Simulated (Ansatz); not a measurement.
Start from `C=C(Cl)[SiH2]S` and change one atom or group to get `C=C(Cl)[SiH2][AlH2]`.

Ansatz, PBE0-D4/def2-TZVP geometries, multiplicity 1. Each molecule was computed in one conformer, which needn't be the lowest. `C=C(Cl)[SiH2][AlH2]` holds a close contact that its SMILES doesn't draw: Al···Cl 2.59 Å.

```csv
property,`C=C(Cl)[SiH2]S`
LUMO energy (ωB97M-V/def2-TZVPP) / eV,1.05
LUMO energy (B3LYP/def2-TZVPP) / eV,-1.21
HOMO–LUMO gap (PBE0/def2-TZVPP) / eV,6.60
HOMO energy (B3LYP/def2-TZVPP) / eV,-7.36
LUMO energy (PBE/def2-TZVPP) / eV,-1.95
size of the dipole moment (B3LYP/def2-TZVPP) / D,2.04
```

Question: What does the change do to each property? (An estimate is asked.)

Answer: Ansatz gave: 
| property | `C=C(Cl)[SiH2][AlH2]` | shift |
| --- | --- | --- |
| LUMO energy (ωB97M-V/def2-TZVPP) / eV | 0.73 | -0.32 |
| LUMO energy (B3LYP/def2-TZVPP) / eV | -1.32 | -0.11 |
| HOMO–LUMO gap (PBE0/def2-TZVPP) / eV | 6.08 | -0.52 |
| HOMO energy (B3LYP/def2-TZVPP) / eV | -7.04 | 0.32 |
| LUMO energy (PBE/def2-TZVPP) / eV | -2.07 | -0.12 |
| size of the dipole moment (B3LYP/def2-TZVPP) / D | 2.11 | 0.07 |

With PBE0 the HOMO rises by 0.39 eV and the LUMO falls by 0.13 eV, so the gap narrows by about 0.52 eV. PBE moves the HOMO by 0.22 eV and ωB97M-V by 0.59 eV. Dipoles are sizes alone; their direction can turn.

B3LYP here is the variant with VWN-RPA as its local correlation; programs differ in this.
